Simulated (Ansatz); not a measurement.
`OB(O)O` + HCl → `OB(O)Cl` + H₂O  (ligand exchange at a B–O bond)

Calculated with Ansatz (gas phase, PBE0-D4/def2-TZVP geometries, no zero-point term in ΔE). CCSD(T)/CBS is the MP2 limit (def2-TZVPP, def2-QZVPP) plus CCSD(T) − MP2 in def2-TZVPP, frozen cores. This one scheme is used for every species. Functionals use def2-TZVPP. One conformer a species, not always the lowest.

CCSD(T)/CBS gives +38.8 kJ/mol.

Task: Another level gave +34.2 kJ/mol. Which?
A. HF/def2-TZVPP
B. CCSD/def2-TZVPP
C. PBE0/def2-TZVPP
D. PBE-D4/def2-TZVPP

Result: D. PBE-D4 34.2, CCSD/def2-TZVPP 45.5, HF/def2-TZVPP 53.5, PBE0 38.7 kJ/mol.

Largest T1 diagnostic among the species: 0.012.

In def2-TZVPP, CCSD(T) changes the Hartree–Fock value by −10.6 kJ/mol (the triples alone add −2.6 kJ/mol) and MP2 by −15.6 kJ/mol. From PBE to PBE0 (25 % exact exchange), in def2-TZVPP and without D4, ΔE moves by +3.2 kJ/mol.
